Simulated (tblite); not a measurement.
Species: C3H10O3SSi.
Atom-mapped SMILES: `[CH3:1][C@@H:2]([SiH:3]([OH:4])[OH:5])[S@:6]([CH3:7])=[O:8]` (hydrogens: H9, H10, H11 on C1; H12 on C2; H13 on Si3; H14 on O4; H15 on O5; H16, H17, H18 on C7)

Structure optimised with GFN2-xTB, isolated species.

Problem. Give the optimised bond lengths and angles.

Solution. 
| bond | length (Å) | order |
| --- | --- | --- |
| C1–C2 | 1.515 | single |
| C2–Si3 | 1.908 | single |
| Si3–O4 | 1.613 | single |
| Si3–O5 | 1.621 | single |
| C2–S6 | 1.839 | single |
| S6–C7 | 1.846 | single |
| S6=O8 | 1.482 | double |
| C1–H9, C1–H10, C1–H11 | 1.089 | single |
| C2–H12 | 1.087 | single |
| Si3–H13 | 1.464 | single |
| O4–H14 | 0.973 | single |
| O5–H15 | 0.952 | single |
| C7–H16, C7–H17, C7–H18 | 1.084 | single |

Bonds in one row agree within 0.01 Å and their mean is given. Orders are formal, as drawn. A selection of angles:
| angle | degrees |
| --- | --- |
| C2–C1–H9 | 112.4 |
| C2–C1–H10 | 109.9 |
| H9–C1–H10 | 108.1 |
| H9–C1–H11 | 109.1 |
| C1–C2–Si3 | 112.8 |
| C1–C2–S6 | 112.1 |
| C1–C2–H12 | 112.1 |
| Si3–C2–S6 | 101.3 |
| Si3–C2–H12 | 113.0 |
| S6–C2–H12 | 104.7 |
| C2–Si3–O4 | 108.7 |
| C2–Si3–O5 | 106.4 |
| C2–Si3–H13 | 109.0 |
| O4–Si3–O5 | 110.1 |
| O4–Si3–H13 | 111.6 |
| O5–Si3–H13 | 110.8 |
| Si3–O4–H14 | 113.9 |
| Si3–O5–H15 | 118.7 |
| C2–S6–C7 | 99.3 |
| C2–S6–O8 | 105.1 |
| C7–S6–O8 | 104.8 |
| S6–C7–H16 | 109.5 |
| S6–C7–H17 | 107.1 |
| H16–C7–H17 | 109.7 |
| H16–C7–H18 | 111.7 |

Torsions: C1–C2–Si3–O4 62° (synclinal); C1–C2–S6–C7 51° (synclinal); H14–O4–Si3–C2 33° (synclinal); H15–O5–Si3–C2 157° (antiperiplanar).

Si3 (oxygen-bound silicon) is tetrahedral (angles from 106.4° to 111.6°). H14 on O4 lies 1.84 Å from O8, 5 bonds away (angle at H 144°; Bondi radii sum to 2.72 Å): the geometry of an intramolecular hydrogen bond. Of the pairs four or more bonds apart, those above aside, O4···O8 is among the closest relative to their van der Waals radii: 2.68 Å, 88 % of the sum of Bondi's values. S6 (sulfinyl sulfur) is pyramidal (angles 105.1°, 104.8° and 99.3°, sum 309.1°, 0.72 Å off the plane of its three neighbours).

Point group: C1 (no symmetry element, even within 0.4 Å). Its GFN2-xTB frequencies are all real (lowest 71 cm⁻¹). The numbers are those of one conformer (C1–C2–Si3–O4 62°, C2–Si3–O4–H 33°, C2–Si3–O5–H 157°, C1–C2–S6–C7 51°). 3 starts were optimised and ended at 0.00, 3.68 and 5.05 kcal/mol (GFN2-xTB); the lowest of these is shown.

The numbers are calculated, not measured.
